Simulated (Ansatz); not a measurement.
Cartesian coordinates in Å:
```
C -1.123 0.994 0.002
C -0.368 -0.017 0.837
S 0.000 -1.552 -0.072
B 1.565 -1.139 -0.820
F 2.152 -2.024 -1.612
H -1.375 1.871 0.605
H -2.050 0.570 -0.388
H -0.522 1.325 -0.847
H -0.954 -0.330 1.703
H 0.573 0.390 1.208
H 2.102 -0.088 -0.617
```

The species carries charge 0 and has multiplicity 1.

(1) List the r2SCAN/def2-TZVPP orbital energies in eV (Ansatz). (Estimate.)

## Answers

(1) The calculation gave: Occupied: -2409.20, -666.51, -274.27, -273.23, -213.65, -182.06, -157.73, -157.61, -157.57, -31.91, -21.26, -18.59, -15.96, -13.87, -12.38, -11.98, -11.41, -11.19, -10.51, -10.12, -9.18, -8.83, -7.59, -6.73. Lowest empty: -1.15, -0.03, 1.38, 1.95, 2.21, 2.34, 2.45, 3.13.
